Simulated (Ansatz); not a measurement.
`C1[O][GeH2][S]1`, relaxed with RKS PBE-D4/def2-SVP in Ansatz 0.2.0 from a rough embedded geometry. The force threshold is 0.03 eV/Å; the program also tests the step.

Total charge 0; spin multiplicity 1.

Start:

```xyz
8

C     1.023    0.290   -0.397
O     0.677   -0.416    0.727
Ge   -1.082   -0.307    0.478
S    -0.498    0.743   -1.275
H     1.684   -0.282   -1.098
H     1.641    1.242   -0.094
H    -1.676   -1.752    0.107
H    -1.768    0.481    1.551
```

| step | energy (eV) | largest force (eV/Å) | largest move (Å) |
| --- | --- | --- | --- |
| 1 | -70472.8990 | 2.951 | 0.000 |
| 2 | -70473.2385 | 1.346 | 0.177 |
| 3 | -70473.2893 | 0.258 | 0.043 |
| 4 | -70473.2937 | 0.078 | 0.012 |
| 5 | -70473.2939 | 0.078 | 0.005 |
| 6 | -70473.2941 | 0.016 | 0.004 |

End:

```xyz
8

C     1.106    0.323   -0.417
O     0.686   -0.420    0.712
Ge   -1.124   -0.347    0.454
S    -0.469    0.829   -1.339
H     1.740   -0.287   -1.100
H     1.661    1.242   -0.124
H    -1.745   -1.754    0.216
H    -1.855    0.414    1.598
```

Run time 6 s (4 threads of an Arm Neoverse V2 on a shared host); peak host memory 0.15 GiB.
